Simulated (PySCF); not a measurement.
Bonds: Si1-Si3 2.359 Å, Si1-Si5 2.360 Å, Si1-Si9 2.364 Å, Si3-Si5 2.359 Å, Si3-Si11 2.364 Å, Si5-Si7 2.364 Å, Si7-Si9 2.359 Å, Si7-Si11 2.358 Å, Si9-Si11 2.360 Å. Si1 carries H2; Si3 carries H4; Si5 carries H6; Si7 carries H8; Si9 carries H10; Si11 carries H12.

Geometry: PBE0-D3(BJ)/def2-SVP; GIAO absolute shieldings from PySCF 2.14, gas phase, non-relativistic, averaged over equivalent atoms.

At KT2/pcSseg-1 (174 basis functions, 23 s wall time on 1 thread of an Arm Neoverse V2, shared host):
```
                   atoms  σ (ppm)
Si1/Si3/Si5/Si7/Si9/Si11    414.3
     H2/H4/H6/H8/H10/H12    25.49
```

Task: Predict the values at PBE0/pcSseg-1 on the same geometry.

Result: 
| atoms | σ at PBE0/pcSseg-1 | change |
| --- | --- | --- |
| Si1/Si3/Si5/Si7/Si9/Si11 | 418.6 | +4.3 |
| H2/H4/H6/H8/H10/H12 | 26.00 | +0.51 |

The largest change is at Si1/Si3/Si5/Si7/Si9/Si11 (silicon bonded to 3 Si, H). Cost: 174 basis functions, 30 s wall time on 1 thread of an Arm Neoverse V2, shared host.
